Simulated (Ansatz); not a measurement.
Geometry optimisation, UKS PBE0-D4/6-31G in Ansatz.

The input (input.yaml):

```yaml
crystal:
  periodic: [false, false, false]
  atoms:
    - { symbol: C, position_ang: [-1.6082, 0.1808, -0.8608] }
    - { symbol: C, position_ang: [-0.8398, -0.9649, -0.3843] }
    - { symbol: O, position_ang: [-0.0813, -1.4452, -1.4504] }
    - { symbol: Al, position_ang: [0.4159, -0.4041, 1.1454] }
    - { symbol: Si, position_ang: [1.9512, 1.2736, 0.8122] }
    - { symbol: H, position_ang: [-0.9897, 1.0543, -1.2336] }
    - { symbol: H, position_ang: [-2.2715, 0.617, -0.0495] }
    - { symbol: H, position_ang: [-2.2741, -0.0753, -1.7171] }
    - { symbol: H, position_ang: [1.58018, -1.3321, 0.75186] }
    - { symbol: H, position_ang: [0.2558, -2.3531, -1.1477] }
    - { symbol: H, position_ang: [0.1728, -1.1166, 2.595] }
    - { symbol: H, position_ang: [1.8979, 1.7629, -0.5435] }
    - { symbol: H, position_ang: [3.2416, 0.7692, 1.0844] }
    - { symbol: H, position_ang: [1.6457, 2.4091, 1.7627] }
magnetization:
  spin_polarized: true
basis:
  gaussian: { orbitals: "6-31G" }
hamiltonian:
  xc: pbe0
  dispersion: d4
relax:
  f_tol: 0.02
  max_steps: 50
```

Command:

```bash
$ ansatz run input.yaml --threads 2 --pin off --max-ram 3072MiB --backend cpu --events-out ev --progress --plain --runs-dir out
```

Question: Where does it end, and by what steps?

Answer: The run converged. The force dipped under the threshold on the way, but the program's further checks kept it going. Limits of this set-up: no polarisation functions. After 33 steps the energy has fallen by 2.852 eV; H14 moved furthest, 1.03 Å.

```
step  energy less start (eV)  largest force component (eV/Å)  accepted
   0                  0.0000                           2.646       yes
   2                 -2.2641                           3.684       yes
   4                 -2.7667                           1.261       yes
   6                 -2.8256                           0.258       yes
   8                 -2.8366                           0.089       yes
  10                 -2.8392                           0.048       yes
  12                 -2.8416                           0.066       yes
  14                 -2.8434                           0.044       yes
  16                 -2.8451                           0.071       yes
  18                 -2.8471                           0.120       yes
  20                 -2.8489                           0.037       yes
  22                 -2.8474                           0.172        no
  24                 -2.8498                           0.008       yes
  26                 -2.8501                           0.096        no
  28                 -2.8514                           0.054       yes
  30                 -2.8518                           0.025       yes
  32                 -2.8521                           0.016       yes
  33                 -2.8522                           0.014       yes
```

```xyz
14
Properties=species:S:1:pos:R:3
C -1.688 0.294 -0.725
C -0.592 -0.650 -0.442
O -0.391 -1.529 -1.402
Al 0.770 -0.796 1.110
Si 2.064 1.281 0.752
H -1.293 1.317 -0.672
H -2.425 0.226 0.086
H -2.170 0.123 -1.691
H 1.421 -2.150 0.402
H 0.361 -2.133 -1.143
H -0.014 -0.965 2.512
H 2.700 1.358 -0.620
H 3.180 1.494 1.748
H 1.174 2.505 0.849
```

Time of the run: 99 s on 2 threads of AMD EPYC 7R13 Processor (Zen 3), with other jobs on the host, peak memory 0.27 GiB.
